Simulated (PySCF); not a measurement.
C3H11NSi2.
Atom-mapped SMILES: `[NH2:1][Si@H:2]1[CH2:3][CH2:4][CH2:5][SiH2:6]1`

Probes without a nucleus sit at each ring's centroid and 1 Å off its mean plane on both sides; NICS is minus the shielding there, NICSzz its component along the normal. Level: GIAO PBE0/pcSseg-1 (PySCF, non-relativistic, gas phase) on the PBE0-D3(BJ)/def2-SVP geometry, one conformer.

Ring bond lengths (Å), with Mayer bond orders in brackets: Si2–C3 1.899 (0.89), C3–C4 1.536 (1.02), C4–C5 1.537 (1.02), C5–Si6 1.911 (0.92), Si6–Si2 2.343 (0.94).

**Question.** Give the NICS values of each ring in ppm.

**Answer.** 
```json
{"ring": "Si2–C3–C4–C5–Si6", "type": "5-membered ring with 2 Si; formal bonds all single", "NICS(0)": "-4.0", "NICS(1), two faces": "-4.2 / -3.3", "NICS(1)zz, two faces": "-2.2 / -0.7", "rms pucker (Å)": "0.21", "centre to ring atoms, mean (Å)": "1.52"}
```

**Question.** What do they say, and how far can they be read as aromaticity?

**Answer.** 
- Si2–C3–C4–C5–Si6: mean NICS(1)zz -1.4 ppm, near zero. Si2, C3, C4, C5, Si6 have four or more neighbours; no verdict on aromaticity is drawn.

**Question.** What is the mean of the two in-plane components of NICS at the second NICS(1) probe listed for ring Si2–C3–C4–C5–Si6, 1 Å off the ring?

**Answer.** The isotropic value is a third of the trace: (3 × -3.3 − (-0.7))/2 = -4.6 ppm.

**Question.** How do the values depend on the level or the medium?

**Answer.** 
```csv
level,"NICS(0), Si2–C3–C4–C5–Si6","mean NICS(1)zz, Si2–C3–C4–C5–Si6"
"PBE0/pcSseg-1, gas",-4.0,-1.4
"BLYP/pcSseg-1, gas",-3.5,-1.3
"BP86/pcSseg-1, gas",-3.9,-1.5
"HF/pcSseg-1, gas",-3.7,-0.7
"LDA/pcSseg-1, gas",-4.1,-1.9
"OPBE/pcSseg-1, gas",-4.2,-1.6
"PBE/pcSseg-1, gas",-3.9,-1.6
"PBE0/6-311+G(2d,p), gas",-3.5,-1.2
```

The geometry is the same throughout.
